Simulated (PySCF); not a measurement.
Species: C4H3O4S2 (charge -1).
Geometry (GFN2-xTB, Å), atoms numbered from 1 in this order:
```
atom  x, y, z in Å
O1     1.879   -1.268   -1.229
S2     1.648   -0.031   -0.524
O3     2.344    1.133   -0.990
O4     2.195   -0.290    1.005
C5    -0.048    0.262   -0.246
C6    -0.586    1.503   -0.281
S7    -2.268    1.447    0.135
C8    -2.213   -0.411    0.380
O9    -3.217   -1.018    0.719
C10   -0.906   -0.786    0.116
H11    1.863   -1.150    1.266
H12   -0.100    2.425   -0.520
H13   -0.595   -1.815    0.153
```

NICS = −σ at a ghost point: NICS(0) at the centroid of the ring atoms, NICS(1) 1 Å to either side along the normal of their mean plane, zz for the tensor component along that normal. Level: GIAO PBE0/pcSseg-1 (PySCF, non-relativistic, gas phase) on the GFN2-xTB geometry, one conformer.

Ring bond lengths (Å), with Mayer bond orders in brackets: C5–C6 1.353 (1.51), C6–S7 1.733 (1.10), S7–C8 1.874 (0.92), C8–C10 1.385 (1.33), C10–C5 1.403 (1.15).

Give the NICS values of each ring in ppm.

```csv
ring,type,NICS(0),"NICS(1), two faces","NICS(1)zz, two faces",rms pucker (Å),"centre to ring atoms, mean (Å)"
C5–C6–S7–C8–C10,5-membered ring with S; formal bonds all aromatic,-10.8,-7.1 / -7.3,-13.2 / -13.9,0.00,1.31
```

What can be read from them?

- C5–C6–S7–C8–C10: mean NICS(1)zz -13.6 ppm, shielded.

What does the geometric index give? Use HOMA with the parameters of Krygowski (1993).

- C5–C6–S7–C8–C10: HOMA 0.13; the largest term is that of S7–C8, α(R − Ropt)² = 3.66.

At the first NICS(1) probe listed for ring C5–C6–S7–C8–C10, 1 Å off the ring, how large is the induced field along the normal in 11.7 T applied along it?

NICSzz × B0 = -13.2 ppm × 11.7 T = -154 μT, against the applied field.
